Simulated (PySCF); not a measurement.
Al(F)(OH)(SMe) (CH4AlFOS), SMILES [F][Al]([S]C)[OH].

The structure is a stationary point at B3LYP-D3(BJ)/def2-SVP. The structure was generated by enumeration; whether it is a known compound was not checked. One conformer was computed; it need not be the lowest.

The numbers are results of TDDFT-ωB97X/def2-SVPD in PySCF, not measurements.

Vertical excitations. Gas-phase values at a fixed geometry. State labels are in the subgroup Cs.

Computed excitation energies, oscillator strengths and character:
```csv
state,symmetry,energy (eV),λ (nm),f,main pairs
S1,A",5.73,217,0.035,HOMO→LUMO 78 %
S2,A",6.14,202,0.010,HOMO→LUMO+1 76 %
S3,A',6.81,182,0.017,"HOMO→LUMO+2 67 %, HOMO−1→LUMO 20 %"
S4,A',7.47,166,0.234,"HOMO−1→LUMO 62 %, HOMO→LUMO+2 16 %"
S5,A',7.68,161,0.034,HOMO−1→LUMO+1 73 %
S6,A",7.80,159,0.058,"HOMO−2→LUMO 68 %, HOMO−1→LUMO+2 12 %"
S7,A",7.97,155,0.001,"HOMO→LUMO+4 25 %, HOMO−1→LUMO+2 19 %, HOMO−2→LUMO 15 %, HOMO→LUMO+3 12 %"
S8,A",8.04,154,0.040,"HOMO−1→LUMO+2 54 %, HOMO→LUMO+4 18 %, HOMO→LUMO+3 13 %"
S9,A',8.22,151,0.050,HOMO−3→LUMO 76 %
S10,A",8.48,146,0.022,"HOMO→LUMO+5 58 %, HOMO→LUMO+3 15 %"
T1,A",5.50,225,0,"HOMO→LUMO 63 %, HOMO→LUMO+1 13 %"
T2,A",5.66,219,0,"HOMO→LUMO+1 62 %, HOMO→LUMO 16 %"
T3,A',6.19,200,0,HOMO→LUMO+2 85 %
T4,A',6.69,185,0,"HOMO−1→LUMO 52 %, HOMO−1→LUMO+1 17 %"
```
Triplets are in the Tamm–Dancoff approximation, which puts them higher than full response would, so one can lie above its singlet here.
